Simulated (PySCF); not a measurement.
Sc+: ionisation energy

Sc+ [Ar] 3d1 4s1 (3D) → Sc(2+) [Ar] 3d1 (2D), as a difference of total energies. All numbers are calculated (PySCF 2.14, scalar relativity by spin-free X2C-1e, in x2c-QZVPPall). Correlated levels: valence and next inner shell: [Ne] frozen. The calculations carry no spin-orbit coupling.

```json
{"method": "UHF", "ionisation energy (eV)": "12.221"}
{"method": "MP2 (valence and next inner shell)", "ionisation energy (eV)": "12.779"}
{"method": "SCS-MP2 (valence and next inner shell)", "ionisation energy (eV)": "12.644"}
{"method": "CCSD (valence and next inner shell)", "ionisation energy (eV)": "12.761"}
{"method": "CCSD(T) (valence and next inner shell)", "ionisation energy (eV)": "12.796"}
```

Task: How much does correlation contribute at CCSD(T) (valence and next inner shell)?

Result: 12.796 − (12.221) = 0.575 eV, measured against UHF.

The reference lies between the lowest fine-structure levels, while these numbers refer to the centres of the terms.

Errors of the correlated levels include the incompleteness of this basis and the frozen core.

For comparison: 12.800 eV (measured; NIST Atomic Spectra Database, ionization energies).
